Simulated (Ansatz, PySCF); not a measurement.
Reaction (SMILES): NC1CC1 + 4 C (CH4) -> 3 CC (C2H6) [ethane] + CN (CH5N) [methanamine]
Structures are relaxed separately at B3LYP-D3(BJ)/def2-TZVP in Ansatz (an electronic-structure program), one conformer each, not searched for the lowest.

Wanted: bond separation energy (0 K, with B3LYP-D3(BJ) harmonic zero-point energies from PySCF), in eV. Correlated levels leave the core frozen unless marked. Spin-orbit coupling is left out. No relativistic terms. Basis-set limits of correlation are two-point, X^-3; Hartree-Fock from the larger set. [CCSD(T)-MP2]/basis is that difference in the basis named.

```json
[
 {"level": "HF/STO-3G", "program": "Ansatz", "bond separation energy (eV)": "-1.47"},
 {"level": "HF/aug-cc-pVTZ", "program": "Ansatz", "bond separation energy (eV)": "-0.55"}
]
```

### Question
What does RI-MP2/CBS(cc-pVTZ,cc-pVQZ)+[CCSD(T)-MP2]/cc-pVTZ (Ansatz) give?

### Answer
-0.48 eV, so HF/aug-cc-pVTZ differs from it by -0.07 eV.
